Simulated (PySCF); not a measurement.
Work out the structure from these simulated measurements.

Elements present: B, C, H and N. Monoisotopic mass: 112.1172 u.

- Dipole: 0.76 D [PBE0/def2-SVPD]
- NMR, other nuclei: isotropic shieldings of nuclei other than C and H, by class: 72 (1 B), 182 (2 N) ppm [GIAO KT2/pcSseg-1]
- Triplet: lowest triplet excitation (Tamm–Dancoff): 5.22 eV [TDA PBE0/def2-SVPD]
- 13C NMR: chemical shifts (computed TMS as zero) by class: 48.8 (2 C), 23.0 (1 C), 18.0 (1 C), 15.7 (1 C) ppm [GIAO KT2/pcSseg-1]
- 1H NMR: chemical shifts (computed TMS as zero) by class: 3.40 (4 H), 2.05 (2 H), 1.43 (2 H), 0.92 (3 H), 0.85 (2 H) ppm [GIAO KT2/pcSseg-1]
- Valence photoelectron: vertical ionisation energy: 8.00 eV [ΔSCF PBE0/def2-SVPD]
- Rotational structure: rotational constants A, B, C: 4.165, 1.180, 1.041 GHz [PBE0-D3(BJ)/def2-SVP]
- UV, strongest line: among the 10 lowest singlet transitions: S4 at 6.61 eV (187 nm, f = 0.045) [TDDFT PBE0/def2-SVPD]

Gas-phase values; electronic properties from PySCF, density fitting. Levels stand in brackets. The structure is a single PBE0-D3(BJ)/def2-SVP conformer in the gas phase; no vibrational or solvent corrections. NMR values are class means; diastereotopic atoms form classes of their own.

Question: Which formula fits the mass and the elements?

Answer: C5H13BN2 (calculated 112.1172). No other formula that holds each of these elements comes within 0.0003 u with a fitting electron parity and a possible valence count.

Question: What is the compound? Reason from the data.

Answer: Numbering: `[CH3:1][CH2:2][CH2:3][B:4]1[NH:5][CH2:6][CH2:7][NH:8]1`. 5 carbons fall into 4 classes; from least to most shielded: ring sp3 carbon bound to nitrogen [C6/C7] (48.8 ppm, 2 C), chain CH2 carbon [C2] (23.0 ppm), methyl carbon [C1] (18.0 ppm), chain sp3 carbon bound to boron [C3] (15.7 ppm). Hydrogen classes from least to most shielded: 4 H on 2 like atoms (sp3 carbon bound to nitrogen), C6/C7 (3.40 ppm), 2 H on 2 boron-bound nitrogens, N5/N8 (2.05 ppm), 2 H on a chain CH2 carbon, C2 (1.43 ppm), 3 H on a methyl carbon, C1 (0.92 ppm), 2 H on an sp3 carbon bound to boron, C3 (0.85 ppm). The other shieldings belong to: 72 ppm, three-coordinate boron [B4]; 182 ppm, boron-bound nitrogen [N5/N8]. The first electron is taken from the HOMO, whose largest Löwdin shares are 0.33 on a boron-bound nitrogen, 0.32 on a boron-bound nitrogen and 0.06 on each of 2 atoms of one kind (sp3 carbon bound to nitrogen). The optimised geometry has point group C1 and is an asymmetric top. Structure: `C1NB(CCC)NC1`. The assignments are read from this structure; whether some other isomer fits the data as well wasn't checked.
